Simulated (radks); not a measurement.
Valence configurations of Ce (all share [Xe]). Method: Dirac Kohn-Sham, BLYP, spin-unpolarised, spherical densities, point nucleus; open shells fill j = l - 1/2 first; computed with a radial shooting solver on a logarithmic mesh with Libxc functionals. Energies are relative to 4f1 5d1 6s2; eigenvalues in eV.

| valence | E (eV) | e(4f5/2) | e(5d3/2) | e(6p1/2) | e(6s1/2) |
|---|---|---|---|---|---|
| 4f1 5d1 6s2 | 0.000 | -5.241 | -2.956 | - | -3.574 |
| 5d2 6s2 | 4.738 | - | -3.960 | - | -3.815 |
| 4f2 6s2 | -0.227 | -0.487 | - | - | -3.270 |
| 4f3 5d1 | 4.786 | -0.192 | -2.781 | - | - |
| 4f0.5 5d1.5 6s2 | 1.736 | -8.158 | -3.457 | - | -3.704 |
| 4f1 6s2 6p1 | 2.247 | -8.219 | - | -2.069 | -4.715 |
| 4f1 5d2 6s1 | 0.856 | -3.653 | -2.010 | - | -3.079 |
| 4f1 5d3 | 2.089 | -2.514 | -1.359 | - | - |
| 4f1 5d1 6s1.5 6p0.5 | 1.146 | -5.763 | -3.383 | -1.552 | -3.878 |

NIST lists [Xe] 4f1 5d1 6s2 as the ground configuration; this level of theory puts 4f2 6s2 lower, by 0.227 eV. The energies are those of spherical spin-averaged densities, not of single terms. No valid solution was reached for [Xe] 4f2 5d2.
